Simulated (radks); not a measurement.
The table gives one normalised radial function P(r) = r R(r) (large component) of Os+ in [Xe] 4f14 5d6 7s1 (r in bohr). Method: Dirac Kohn-Sham, PBEsol, spin-unpolarised, spherical densities, finite nucleus; open shells fill j = l - 1/2 first; Fermi nuclear charge, rms radius 5.4126 fm; computed with a radial shooting solver on a logarithmic mesh with Libxc functionals.

| r | P |
|---|---|
| 0.002439 | 0.0001 |
| 0.003385 | 0.0002 |
| 0.0047 | 0.0005 |
| 0.006524 | 0.0012 |
| 0.009056 | 0.0027 |
| 0.01257 | 0.0061 |
| 0.01745 | 0.0135 |
| 0.02403 | 0.0283 |
| 0.03336 | 0.0571 |
| 0.04632 | 0.1065 |
| 0.0643 | 0.1764 |
| 0.08925 | 0.2439 |
| 0.1239 | 0.2490 |
| 0.172 | 0.1161 |
| 0.2369 | -0.1436 |
| 0.3288 | -0.3698 |
| 0.4565 | -0.3041 |
| 0.6336 | 0.0970 |
| 0.8796 | 0.5781 |
| 1.221 | 0.8322 |
| 1.695 | 0.7651 |
| 2.334 | 0.5117 |
| 3.24 | 0.2390 |
| 4.498 | 0.0732 |
| 6.245 | 0.0133 |
| 8.669 | 0.0011 |
| 12.03 | 0.0000 |
| 16.71 | 0.0000 |

Which n and l does it have? It may be an empty orbital.

Answer. n = 5, l = 2: the number of nodes gives n - l - 1 = 2, the rise at small r points to l (for j = l - 1/2 the large component starts outside the nucleus as r^gamma with gamma = sqrt(l^2 - (Z/c)^2) = 1.92 and the r^(l+1) term takes over further out; the orbital of l - 1 with the same j starts with the same power, but with a larger coefficient, and does not steepen), and the extent must fit the shell. The curve is that of 5d3/2; the two j differ most near the nucleus, where j = l - 1/2 has the larger amplitude, and in heavy atoms j = l - 1/2 is also the more compact. 5d3/2: eigenvalue -18.696 eV, 2 radial nodes at r = 0.201, 0.594 bohr, <r> = 1.68 bohr, 90 % of the charge inside 2.59 bohr.
